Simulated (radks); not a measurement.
B+, configuration [He] 2s2. Method: non-relativistic Kohn-Sham, PBEsol, spin-polarised, spherical densities, point nucleus; computed with a radial shooting solver on a logarithmic mesh with Libxc functionals.

Unscreened Slater integrals over Kohn-Sham orbitals (cm^-1). They are taken over the spin-up orbitals. Empty in this configuration: 2p.

F0(2s,2s): 111370
F0(2s,1s): 156320
G0(2s,1s): 11483
F0(2s,2p): 109770
G1(2s,2p): 68555
F0(1s,1s): 628080
F0(1s,2p): 152990
G1(1s,2p): 14761
F0(2p,2p): 108770
F2(2p,2p): 50562
